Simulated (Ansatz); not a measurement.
Start from `[OH][GeH]([F])[SiH3]` and change one atom or group to get `[OH][GeH]([F])[F]`.

Ansatz, PBE0-D4/def2-TZVP geometries, multiplicity 1. Each molecule was computed in one conformer, which needn't be the lowest.

Scalar relativity is left out up to krypton.

```
                                          property  `[OH][GeH]([F])[SiH3]`
                HOMO energy (PBE0/def2-TZVPP) / eV                   -8.56
             LUMO energy (ωB97M-V/def2-TZVPP) / eV                    1.45
                 HOMO energy (PBE/def2-TZVPP) / eV                   -7.24
              HOMO–LUMO gap (PBE0/def2-TZVPP) / eV                    8.26
size of the dipole moment (ωB97M-V/def2-TZVPP) / D                    1.88
  size of the dipole moment (B3LYP/def2-TZVPP) / D                    1.87
```

**Question.** Give the same properties after the change, and the shifts. (Best estimate.)

**Answer.** Ansatz gave: 
```
                                          property  `[OH][GeH]([F])[F]`  shift
                HOMO energy (PBE0/def2-TZVPP) / eV               -10.06  -1.50
             LUMO energy (ωB97M-V/def2-TZVPP) / eV                 1.68   0.23
                 HOMO energy (PBE/def2-TZVPP) / eV                -8.22  -0.98
              HOMO–LUMO gap (PBE0/def2-TZVPP) / eV                 9.91   1.65
size of the dipole moment (ωB97M-V/def2-TZVPP) / D                 1.21  -0.67
  size of the dipole moment (B3LYP/def2-TZVPP) / D                 1.22  -0.65
```

With PBE0 the HOMO falls by 1.50 eV and the LUMO rises by 0.14 eV, so the gap widens by about 1.64 eV. PBE moves the HOMO by -0.98 eV and ωB97M-V by -1.91 eV. The zero-point energy changes by -58.5 kJ/mol with -9 modes. Dipoles are sizes alone; their direction can turn.

B3LYP here is the variant with VWN-RPA as its local correlation; programs differ in this.
